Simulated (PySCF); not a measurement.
Compound: C₇H₁₂O.
Numbering: `[CH2:1]1[CH2:2][C@@H:3]([CH:4]2[CH2:5][CH2:6]2)[CH2:7][O:8]1`

NICS = −σ at a ghost point: NICS(0) at the centroid of the ring atoms, NICS(1) 1 Å to either side along the normal of their mean plane, zz for the tensor component along that normal. Level: GIAO PBE0/pcSseg-1 (PySCF, non-relativistic, gas phase) on the GFN2-xTB geometry, one conformer.

Rings: 1. C1–C2–C3–C7–O8; 2. C4–C5–C6.

```csv
set,NICS(0),"NICS(1), two faces","NICS(1)zz, two faces"
P,-7.8,-3.6 / -3.6,-5.7 / -7.1
Q,-43.2,-8.4 / -8.9,-19.9 / -23.8
```

Which set (ppm) belongs to which ring?

P = 1, Q = 2.
- 1 (5-membered ring with O; formal bonds all single): mean NICS(1)zz -6.4 ppm, shielded. C1, C2, C3, C7 have four or more neighbours, and the NICS criterion for π rings isn't applied.
- 2 (3-membered carbocycle; formal bonds all single): mean NICS(1)zz -21.8 ppm, shielded. C4, C5, C6 have four or more neighbours, and the NICS criterion for π rings isn't applied.

How do the rings differ in shape?

```csv
ring,bond lengths (Å),rms pucker (Å),HOMA,nearest outside atom to a NICS(1) probe (Å)
1,"1.542, 1.542, 1.540, 1.408, 1.411",0.16,–,hydrogen 1.40
2,"1.498, 1.499, 1.498",0.00,–,hydrogen 1.44
```
